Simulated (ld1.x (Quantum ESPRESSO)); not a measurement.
## F: variants of one RRKJ potential

Base potential:

* Element: F (Z = 9)
* Generator: ld1.x (Quantum ESPRESSO) 7.5
* Type: norm-conserving RRKJ (Kleinman–Bylander form)
* Functional: PBE
* Relativity: scalar-relativistic
* Frozen core: [He]
* Valence charge: 7
* Reference configuration: 2s2 2p5
* Partial waves: 2s (bound): rc 0.60 bohr; 2p (bound): rc 1.80 bohr; 3d channel at 0.3 Ry: rc 1.85 bohr
* Local potential: all-electron potential smoothed inside 0.50 bohr (lloc = -1)
* Core correction: a·sin(br)/r model core, default radius (core density twice the valence density)
* rho0: 0.001

Cutoffs, loose and tight: the cutoffs (Ry, on a coarse ladder) from which the occupation-weighted sum of valence levels, in a spherical-Bessel basis at the reference potential, stays within 10 and 1 mRy of its value at 400 Ry. They do not see the model core or the augmentation charge, which bear on the density cutoff. Test errors are all-electron minus pseudo excitation energies from the reference, over the configurations 2s2 2p4; 2s2 2p3; 2s2 2p2; 2s1 2p6; 2s2 2p4.5; 2s2 2p1; 2s1 2p5. A dash means not determined; rows that change the core or the reference have their own tests. The largest error is taken over the tests solved by every variant that gives reliable tests at all: 2s1 2p5; 2s1 2p6; 2s2 2p2; 2s2 2p3; 2s2 2p4; 2s2 2p4.5.

```csv
change,outcome,"cutoff, loose","cutoff, tight",bound ghosts,largest test error (meV)
base,generated,over 300 Ry,over 300 Ry,none,+2919
wave 2p (bound): rc 1.80 bohr becomes 2p (bound): rc 1.18 bohr,generated,over 300 Ry,over 300 Ry,none,+480
wave 2p (bound): rc 1.80 bohr becomes 2p (bound): rc 1.40 bohr,generated,over 300 Ry,over 300 Ry,none,+966
wave 2p (bound): rc 1.80 bohr becomes 2p (bound): rc 1.68 bohr,generated,over 300 Ry,over 300 Ry,none,+2363
wave 2p (bound): rc 1.80 bohr becomes 2p (bound): rc 1.94 bohr,generated,over 300 Ry,over 300 Ry,none,+3959
wave 2p (bound): rc 1.80 bohr becomes 2p (bound): rc 2.22 bohr,generated,over 300 Ry,over 300 Ry,none,+6910
wave 2p (bound): rc 1.80 bohr becomes 2p (bound): rc 2.44 bohr,generated,over 300 Ry,over 300 Ry,none,+9594
```

Task: What comes out with this change to the base: wave 2p (bound): rc 1.80 bohr becomes 2p (bound): rc 2.60 bohr?

Result: outcome: generated; cutoff, loose: over 300 Ry; cutoff, tight: over 300 Ry; bound ghosts: none; largest test error (meV): +11153.

Reading the sweep of the p radius (base included, trends over the rows without a ghost): The median size of the test errors (rows with all tests solved) rises from 29.0 meV at 1.18 to 453.9 meV at 2.22 bohr. More of the atom is replaced by a form fitted at one configuration, so other configurations suffer as the radius grows.
